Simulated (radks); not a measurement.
Q: Numerical settings for the nickel ion Ni+, [Ar] 3d9. Calculated with a radial shooting solver on a logarithmic mesh with Libxc functionals: Dirac Kohn-Sham, PBEsol, spin-unpolarised, spherical densities, point nucleus; open shells are shared between the two j in proportion to 2j + 1. The defaults (mesh step 0.008 in ln r, mesh end at 40 bohr or more with all orbitals vanishing there, Anderson mixing 0.5 over 9 steps, residual threshold near 1e-9 with the energy settled to 1e-9 hartree or 1e-11 of itself, here a cap of 72 iterations) give E = -1519.0473 hartree and 3d5/2 at -12.857 eV in 17 iterations. Run on one thread of a shared host, so times are rough (Arm Neoverse N1): 0.15 s of CPU time, 0.15 s wall, 17 iterations on 2476 mesh points. One setting is changed at a time: mesh step in ln r 0.03; mesh step in ln r 0.2; mesh step in ln r 0.003; mesh end (bohr) 12; mesh end (bohr) 3; residual threshold 0.1; residual threshold 1e-13; mixing 0.05; linear mixing, mixing 0.8; linear mixing, mixing 0.05; mixing history 2; iteration cap 2. Which runs fail to converge, and which converge to a wrong energy?

A: Not converged within the cap: mesh step in ln r 0.2; linear mixing, mixing 0.8; linear mixing, mixing 0.05; iteration cap 2. Settings that end as converged yet miss the energy by more than 1 mhartree: mesh end (bohr) 3 (+0.292 hartree).
